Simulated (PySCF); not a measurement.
# Structure from NMR data

The spectra below were simulated for a compound C5H7NO2Si.

1H NMR (500 MHz, computed): δ 6.86 (br s, 1H), 5.28 (m, 1H), 3.24 (m, 1H), 2.30 (m, 2H), 1.82 (m, 2H).

13C{1H} NMR (computed): δ 182.9 (C), 129.3 (C), 20.6 (CH), 20.1 (CH2).

- GIAO PBE0/pcSseg-1 shieldings
- coordinates at the GFN2-xTB level
- program: PySCF 2.14.0 with density-fitted response routines
- a single conformation, no solvent model, rapidly exchanging positions averaged, no relativistic terms

Referencing at the same level of theory: 1H and 13C vs TMS.

Which candidate is it?
A. C=N[C@H]([SiH3])C(=C=O)C=O
B. N#C[C@H]1C[Si@H](C(=O)O)C1
C. [H]/N=C(/CC#C[SiH3])C(=O)O
D. C=C(C#N)C[SiH2]OC=O

Results:

B. 

1. Rings plus π bonds: 4 (1 ring in the answer).
2. 4 carbon signals for 5 carbons: some carbons are equivalent by symmetry or fast rotation.
3. Carbon types of the structure: 2 × C, 1 × CH, 2 × CH2, leaving 2 H on heteroatoms.
4. δC 182.9: carbonyl carbon.
5. δC 129.3: nitrile carbon; C≡N carbons fall here, among the sp2 signals but without a proton.
6. δC 20.6: sp3 CH α to a nitrile; aliphatic region, no heteroatom directly attached.
7. δH 6.86: hydrogen on an acid hydroxyl oxygen; exchangeable, gas-phase position.
8. δH 3.24: hydrogen on an sp3 CH α to a nitrile.

The others: [H]/N=C(/CC#C[SiH3])C(=O)O would give 5 carbon signals, not 4; C=C(C#N)C[SiH2]OC=O would give 5 carbon signals, not 4; C=N[C@H]([SiH3])C(=C=O)C=O would give 5 carbon signals, not 4.

OH and NH positions are those of a molecule without intermolecular hydrogen bonds; in solution they move with solvent, concentration and temperature, and exchange usually removes their couplings. Shifts are as computed. Against solution values, carbons near 30 ppm lie about +3 ppm off and those near 130 ppm about +5 ppm. Of 1211 compounds with measured shifts, 218 miss one by over three times the rms of a fit or turn the order of signals round; such compounds aren't used in these exercises. Hydrogen bonding in solution deshields acid and N–H amide carbonyl carbons by as much as 10 ppm beyond these values. No couplings were computed; multiplicities are counted from neighbouring protons, with m where these are inequivalent, close in shift, in a saturated or five-membered ring or joined by F or P, and br s for small geminal =CH2 splittings.
